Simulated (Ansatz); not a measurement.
Re2Te3, relaxed as a singlet with RKS PBE-D4/def2-SVP in Ansatz, starting from the GFN1-xTB geometry. Force threshold 0.02 eV/Å.

In the def2 sets Re, Te take a core potential; there is no spin–orbit coupling. The restricted singlet is unstable towards broken spin symmetry in Hartree–Fock (as tested in another run); at PBE-D4/def2-SVP this wasn't settled. The relaxation made no stability test and no search for a lower SCF solution. No other spin state of charge 0 was run. Another isomer (singlet) lies 3.15 eV lower at PBE0-D4/def2-TZVP; other spin states weren't run for this one.

Start:

Cartesian coordinates in Å:
```
Re 2.348 -0.463 0.613
Re -2.153 -0.930 -0.205
Te -3.060 1.237 -0.821
Te 0.182 -1.720 0.357
Te 2.682 1.877 0.057
```

Task: Estimate the energy that the relaxation releases and the steps that it takes.

Result: 53.8 kcal/mol, in 27 steps; 81 s on 4 threads of Arm Neoverse V1 on a shared host. No frequencies were taken in this run, so the end may be a saddle point.

Task: Does the start keep its bonding?

Result: Bonds formed: Re1–Te3, Re2–Te5 (atoms count from 1). Metal–metal contacts that move far: Re1–Re2 4.60 to 3.42 Å.

Task: Predict the relaxed structure.

Result: 
```xyz
5

Re    1.078    0.384    1.267
Re   -1.078   -0.384   -1.267
Te   -1.407    1.072    0.872
Te    0.184   -1.917    0.425
Te    1.223    0.845   -1.297
```
Bond lengths (bridged metal pairs left out): 6 × Re–Te 2.61 Å.
